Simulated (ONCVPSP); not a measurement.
## What the settings do to the ONCV potential of Ti (Z = 22)

Base potential:

- Element: titanium (Ti)
- Generator: ONCVPSP 4.0.1
- Type: optimised norm-conserving Vanderbilt (ONCV)
- Functional: LDA (Perdew-Wang 92)
- Relativity: scalar-relativistic
- Frozen core: [Ne]
- Valence charge: 12
- Reference configuration: 3s2 3p6 3d2 4s2
- Partial waves: 3s+4s: rc 1.60 bohr, ncon 3, nbas 7, qcut 8.4 1/bohr, 2 projectors; 3p: rc 1.45 bohr, ncon 4, nbas 8, qcut 9.8 1/bohr, 2 projectors, debl 2.4 Ha; 3d: rc 1.25 bohr, ncon 3, nbas 7, qcut 6.8 1/bohr, 3 projectors, debl 2.9 Ha
- Local potential: polynomial inside 0.85 bohr (lpopt 2, dvloc0 0 Ha)
- Core correction: none

Cutoffs, loose and tight: the cutoffs (Ha) at which the residual kinetic energy of the hardest occupied pseudo-wave falls to 1 and 0.1 mHa per electron. They do not see the model core or the augmentation charge, which bear on the density cutoff. Test errors are all-electron minus pseudo excitation energies from the reference, over the configurations 3s2 3p6 3d2 4s1; 3s2 3p6 3d2 4s0; 3s2 3p6 3d1 4s0; 3s2 3p6 3d2 4s1 4p1. A dash means not determined; rows that change the core or the reference have their own tests.

A true bound ghost makes a file unfit for plane-wave use even where its test errors are small: the radial tests pick states by their node count and pass the ghost by.

| change | outcome | bound ghosts | GHOST(+) flags above zero | largest test error (meV) |
| --- | --- | --- | --- | --- |
| base | generated | d | d | +11 |
| d: debl 0.2 | generated | d | d | +8.7 |
| d: debl 0.35 | generated | d | d | +10 |
| d: debl 0.6 | generated | d | none | +11 |
| d: debl 1.55 | generated | d | none | +10 |
| d: debl 2.3 | generated | d | d | +10 |

(1) What comes out with this change to the base: d: debl 4.25?

Answers

(1) outcome: generated; bound ghosts: none; GHOST(+) flags above zero: d; largest test error (meV): +10.

Reading the sweep of the debl of the d channel (base included, trends over the rows without a ghost): Bound ghosts are found at 0.2, 0.35, 0.6, 1.55, 2.3, 2.9 Ha.
